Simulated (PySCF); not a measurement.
Computed with r2SCAN-D4/def2-TZVP (PySCF 2.14.0). Gas-phase values, no solvent. One relaxed conformer stands for a flexible species; it need not be the lowest. Delta-SCF ions had no search for a lower state. 

Reference species (SMILES): `O1[SiH2][SiH2][SiH2]1` (neutral, multiplicity 1).

| Property | Result |
|---|---|
| vertical ionisation energy (Delta-SCF) | 9.20 eV |
| HOMO | -6.58 eV |

Changed species: `O[Si](=[SiH2])[SiH3]` (H–O–Si–Si torsion 29°).

### Question
Give the shifts of the vertical ionisation energy (Delta-SCF) and HOMO.

### Answer
the vertical ionisation energy (Delta-SCF) drops by 1.58 eV, to 7.62 eV; the HOMO increases by 1.35 eV, to -5.23 eV.
